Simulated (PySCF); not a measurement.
HCl3OZr, charge +1, doublet, geometry from GFN2-xTB (such geometries of metal compounds can be far from the true shape) (the multiplicity is a formal guess) (core potentials on Zr).

The PySCF input:
```python
from pyscf import gto, scf, dft

mol = gto.Mole()
mol.atom = '''
    Zr   -0.360074    0.208236    0.005845
    Cl    1.551146    1.231524   -0.735115
    Cl    0.514336   -0.636595    1.947641
    Cl   -0.153000   -1.700946   -1.243573
    O    -1.919354    1.109991    0.031159
    H    -2.754422    1.592923    0.044715
'''
mol.basis = 'def2-svp'
mol.ecp = {'Zr': 'def2-svp'}
mol.charge = 1
mol.spin = 1
mol.verbose = 5
mol.build()

mf = dft.UKS(mol)
mf.xc = 'b3lyp'
mf = mf.density_fit(auxbasis='def2-universal-jkfit')
mf.kernel()
```

Question: Predict the <S^2> from DF-B3LYP/def2-SVP (PySCF).

Answer: 0.760

Question: What is the computed total energy (DF-B3LYP/def2-SVP)?

Answer: -1502.9434 Eh

Question: Give the Mulliken (on the basis functions themselves) charges in atom order at the level DF-B3LYP/def2-SVP.

Answer: Zr1 0.92, Cl2 0.04, Cl3 0.04, Cl4 0.04, O5 -0.30, H6 0.25

Question: What number of basis functions does DF-B3LYP/def2-SVP give?

Answer: 104

Question: Estimate the nuclear repulsion energy that DF-B3LYP/def2-SVP returns for this input.

Answer: 376.8773 Eh

These values belong to the state on which the SCF converged, which isn't shown to be the lowest.
